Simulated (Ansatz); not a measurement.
Compare A (`C[SiH2][SiH](F)[SiH3]`) with its isomer B (`FC([SiH3])([SiH3])[SiH3]`).

Isolated molecules relaxed with PBE0-D4/def2-TZVP in Ansatz; ΔE leaves out vibrations. CCSD(T)/CBS adds triple-zeta CCSD(T) − MP2 to the extrapolated MP2 energy (def2 sets, frozen cores). DFT in def2-TZVPP. B3LYP here is the variant with VWN-RPA as its local correlation; programs differ in this. Each species was taken in one conformer, which may not be the lowest.

(1) Which isomer does CCSD(T)/CBS put lower? Give the gap. (Estimate.)

(2) Give E(B) − E(A) in kJ/mol with PBE0-D4, CCSD(T)/def2-TZVPP, PBE-D4, HF/def2-TZVPP, r2SCAN-D4, B3LYP-D4, MP2/def2-TZVPP. (Estimate.)

Largest T1 diagnostic: 0.013.

Answers

(1) Computed: A, by 252.9 kJ/mol.

(2) Ansatz gave: PBE0-D4 259.8, CCSD(T)/def2-TZVPP 248.9, PBE-D4 254.6, HF/def2-TZVPP 257.0, r2SCAN-D4 256.0, B3LYP-D4 247.1, MP2/def2-TZVPP 250.7. None reverses the order clearly.

In def2-TZVPP, CCSD(T) changes the Hartree–Fock value by −8.1 kJ/mol (the triples alone add −3.2 kJ/mol) and MP2 by −6.3 kJ/mol. The D4 term adds −9.9 kJ/mol with B3LYP and −5.0 kJ/mol with PBE0; it sums over pairs of atoms, weighted by their polarisabilities, and B3LYP, whose exchange is more repulsive, gets the larger term.
